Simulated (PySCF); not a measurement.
Molecule: `BN(B)C=C`, C2H7B2N.

Geometry (Å), atoms numbered from 1 in this order:
```xyz
12

B     0.2743    1.6353    0.5860
N     0.0150    0.2792    0.2099
B     1.0928   -0.5154   -0.3020
C    -1.2786   -0.2557    0.4507
C    -1.8010   -1.3493   -0.1036
H    -0.5941    2.2609    1.1475
H     1.3507    2.1168    0.3464
H     2.1373    0.0278   -0.5520
H     0.9501   -1.7029   -0.4536
H    -1.8710    0.3441    1.1480
H    -1.2580   -1.9635   -0.8247
H    -2.8133   -1.6542    0.1659
```

Spin–spin couplings on one PBE0-D3(BJ)/def2-SVP geometry, PySCF, gas phase, non-relativistic, equivalent pairs averaged (spin–dipole term only in couplings to heteroatoms); isotopes 13C, 1H, 11B, 15N; basis pcJ-1.

How do the couplings (Hz) change with the functional? Times are CPU seconds on shared hosts with different chips, so compare them loosely.

Results:


```tsv
functional	functions	1J(C4,H10)	1J(C5,H12)	1J(C5,H11)	1J(B1,H6)	1J(C4,C5)	1J(B1,N2)	1J(N2,C4)	core-s
LDA	205	140.2	134.6	128.7	114.7	63.1	-15.3	-3.5	9.5
PBE	205	165.4	158.3	152.9	138.7	76.3	-19.0	-6.4	14
KT2	205	177.3	170.4	162.9	145.3	64.2	-14.1	-2.7	15
B3LYP	205	180.4	172.5	167.8	148.9	85.0	-21.8	-10.0	23
PBE0	205	171.4	163.5	158.4	140.3	82.5	-21.3	-10.0	16
B97-2	205	163.8	156.9	152.4	143.3	81.5	-23.3	-10.0	16
BHandHLYP	205	194.7	185.6	181.3	155.4	98.5	-25.6	-15.4	17
CAM-B3LYP	205	178.0	169.8	165.0	145.6	83.7	-21.9	-10.9	22
``` Left out for a near triplet instability: HF/pcJ-1.
